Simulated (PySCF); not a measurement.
Mg(Br)(iPr) (C3H7BrMg), SMILES C[CH]([Mg][Br])C.

Coordinates come from a B3LYP-D3(BJ)/def2-SVP optimisation. Other conformers were not sampled.

The numbers are results of PBE0/def2-TZVP run with PySCF, not measurements.

Symmetry labels are those of the subgroup Cs that the program uses (full group Cs).

Computed valence orbital energies around the gap with their symmetry:
| orbital | symmetry | energy (eV) |
|---|---|---|
| HOMO−7 | A" | -11.23 |
| HOMO−6 | A" | -10.68 |
| HOMO−5 | A" | -9.54 |
| HOMO−4 | A' | -9.40 |
| HOMO−3 | A' | -9.16 |
| HOMO−2 | A' | -7.96 |
| HOMO−1 | A" | -7.96 |
| HOMO | A' | -6.63 |
| LUMO | A' | -1.20 |
| LUMO+1 | A' | -0.29 |
| LUMO+2 | A" | -0.24 |
| LUMO+3 | A' | 1.38 |
